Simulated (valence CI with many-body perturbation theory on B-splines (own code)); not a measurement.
## Ce⁴⁵⁺ in brief

Calculated by valence CI with perturbative core correlation (CI+MBPT): three valence electrons over a frozen Dirac-Fock core [Ne], a basis of 9 s, 9 p, 8 d, 6 f, 3 g, 1 h functions for each j, with the one-electron correlation potential Σ1 (screened to all orders), the two-electron term Σ2, the three-electron term Σ3, Breit, model QED; selected single and double excitations, second order for the rest, scaled by the run's own slope (own B-spline code, finite nucleus).

No measured spectrum was set against this ion. As an estimate, large intervals hold to a few tenths of a per cent, small ones and those within an open d or f shell to about a per cent.

Levels are named by their leading jj configuration (3d3/2^4 stands for four electrons in 3d with j = 3/2), which in mixed levels can hold well under half, so a name can repeat and another be missing.

Rates and lifetimes use the calculated energies. Strong lines usually hold to 10 to 20 %, long lifetimes can be off by a factor of two.

**Question.** What is the ground level?

**Answer.** (3s^2 3p1/2) J=1/2, composition 99 % 3s²3p ²P°, g = 0.655.

**Question.** How well does LS coupling describe the low levels?

**Answer.** Among the lowest 20 levels the leading LS term, summed over configurations, holds 67 % on average. For single configurations the figures are 64 % in LS and 91 % in jj coupling. Terms mix most in the J = 5/2 level at 29.620 Ry, where the leading one holds 37 %.

**Question.** Where does the other parity begin?

**Answer.** At (3s 3p1/2^2) J=1/2, 8.347 Ry.

**Question.** Name the longest-lived excited levels whose lifetime is computed, and their main decay.

**Answer.** (3s 3p3/2 3d5/2) J=9/2 at 37.039 Ry lives 162 ns, mostly by M1 to (3s 3p1/2 3d5/2) J=7/2; (3s^2 3p3/2) J=3/2 at 8.477 Ry lives 138 ns, mostly by M1 to (3s^2 3p1/2) J=1/2.

**Question.** Among levels below 39.272 Ry, which E1 lines absorb most strongly from the ground level?

**Answer.** to (3s^2 3d3/2) J=3/2 at 4.341 nm, f = 0.365; to (3s 3p1/2 3p3/2) J=1/2 at 5.035 nm, f = 0.184; to (3s 3p1/2 3p3/2) J=3/2 at 5.207 nm, f = 0.113.

**Question.** What is the ionisation energy?

**Answer.** 3673.7 eV; NIST lists 3672 ± 4 eV (theoretical).

**Question.** What are the static dipole polarisabilities of the lowest levels?

**Answer.** (3s^2 3p1/2) J=1/2 0.00912 bohr³, of which the core gives 0.000136.
